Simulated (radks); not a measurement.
The numbers below are computed, except where a source is named.
Species: neutral tin. Configuration: [Kr] 4d8 5s2 5p4 (not the ground configuration). Code: a radial shooting solver on a logarithmic mesh with Libxc functionals. Model: scalar-relativistic Kohn-Sham, PBEsol, spin-unpolarised, spherical densities, point nucleus. Some entries of the table are withheld. Estimate them.

| orbital | occ. | eigenvalue (eV) | <1/r> (bohr^-1) |
|---|---|---|---|
| 1s | 2 | (1) | 53.06 |
| 2s | 2 | -4394.610 | 12.11 |
| 2p | 6 | -3947.353 | 11.64 |
| 3s | 2 | -860.4974 | 4.300 |
| 3p | 6 | -714.3841 | 4.095 |
| 3d | 10 | -489.4250 | 3.866 |
| 4s | 2 | (2) | (3) |
| 4p | 6 | -102.7184 | (4) |
| 4d | 8 | -37.2533 | 1.276 |
| 5s | 2 | -14.3398 | 0.5981 |
| 5p | 4 | -5.8515 | 0.4684 |

Answer. 
(1) 1s eigenvalue (eV): -29014.68
(2) 4s eigenvalue (eV): -147.4797
(3) 4s <1/r> (bohr^-1): 1.713
(4) 4p <1/r> (bohr^-1): 1.563
